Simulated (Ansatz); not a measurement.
Cartesian coordinates (Å):
```xyz
9

Zn     0.0001     0.0001    -0.0002
C      1.6435     0.3631     0.9891
H      2.4072    -0.4166     0.8052
H      1.4600     0.3964     2.0800
H      2.0854     1.3351     0.6975
C     -1.6433    -0.3633    -0.9893
H     -1.7410     0.3003    -1.8698
H     -2.5388    -0.2091    -0.3574
H     -1.6724    -1.4070    -1.3563
```
Charge 0, multiplicity 1.

Computed with Ansatz (an electronic-structure program) with frozen-core CCSD(T)/def2-TZVPP // TPSS-D3(BJ)/def2-SVP.

```
Property                         Value
----------------------  --------------
HF energy               -1857.04022 Ha
MP2 correlation energy     -1.21726 Ha
```

Estimate the CCSD correlation energy, the (T) correction, the total energy and the T1 diagnostic.


```yaml
CCSD correlation energy: -1.16063 Ha
"(T) correction": -0.03352 Ha
CCSD(T) total energy: -1858.23437 Ha
T1 diagnostic: 0.013
```
